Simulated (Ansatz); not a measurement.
Ansatz (an electronic-structure program) input (B3LYP/def2-TZVPD):

Ansatz 0.2 input:
```yaml
crystal:
  periodic: [false, false, false]
  atoms:
    - {symbol: Cu, position_ang: [-0.00000000, -0.00000000, -0.41954120]}
    - {symbol: F, position_ang: [0.00000000, 0.00000000, 1.35185499]}
basis:
  gaussian:
    orbitals: def2-TZVPD
hamiltonian:
  xc: {name: B3LYP}
magnetization: {spin_polarized: true, initial_magnetization: 2}
```

End of the output:

```
integrals: 0.02 GiB planned
735 factors; their error is unknown
mean field: 0.32 GiB planned
mean field evaluation 1: about -47355.7768 eV, gradient 2.9e1 eV
mean field evaluation 2: about -47311.4446 eV, gradient 1.1e2 eV
mean field evaluation 4: about -47358.2704 eV, gradient 6.4e0 eV
mean field evaluation 8: about -47358.3739 eV, gradient 1.5e-1 eV
mean field evaluation 16: about -47358.4694 eV, gradient 2.0e-3 eV
mean field evaluation 32: about -47357.7676 eV, gradient 9.2e0 eV
mean field -47358.46938862 eV, -1740.3916493082 hartree, gradient 5.3e-6 eV, S^2 2.001568; 2 other end points of the search recorded, 0 dependent functions left out
reference -47358.46958211 eV, -1740.3916564188 hartree; 20, 18 occupied and 68, 70 virtual orbitals, 735 factors
Total energy: -47358.46958211 eV, -1740.3916564188 hartree
```

This state (charge 0, triplet) is run at the relaxed geometry of the species with charge 0 and multiplicity 1, and is a spin state other than that species' own.
